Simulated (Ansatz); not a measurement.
Total energies of Sn₂Au from Ansatz at r2SCAN-D4/def2-TZVP, gas phase (1 Eh = 27.2114 eV = 2625.5 kJ/mol). The reference geometry is relaxed at B3LYP-D4/def2-TZVP.

Cartesian coordinates in Å:
```
Au -0.792 1.350 -0.095
Sn -0.813 -1.364 0.331
Sn 1.605 0.014 -0.236
```

| state | geometry | energy (Eh) |
| --- | --- | --- |
| charge 0 doublet | reference | -564.62605 |
| charge 1 triplet | reference | -564.38074 |
| charge 0 quartet | relaxed at B3LYP-D4/def2-TZVP | -564.59786 |
| free Au atom (doublet) | – | -135.75895 |
| free Sn atom (triplet) | – | -214.33064 |

In the def2 sets Au, Sn take a core potential; there is no spin–orbit coupling.

Work out the vertical ionisation energy to the triplet.

E(charge 1 triplet) − E(charge 0 doublet) = -564.38074 − (-564.62605) = 0.24531 Eh = 6.68 eV. For comparison, −ε of the highest occupied level of the spin that leaves is 4.43 eV at this level, 2.25 eV less.

Which of the charge 0 states is lowest, and how far above it are the others?

The doublet. quartet: -564.59786 − (-564.62605) = 0.02819 Eh = 74.0 kJ/mol.

What is the binding energy per atom against free atoms?

Atoms: 1 × (-135.75895) + 2 × (-214.33064) = -564.42023 Eh. Binding: -564.42023 − (-564.62605) = 0.20582 Eh = 5.60 eV, or 1.87 eV for each of 3 atoms (no zero-point energy, no counterpoise term).

The structure comes from a short search, and lower isomers may exist.
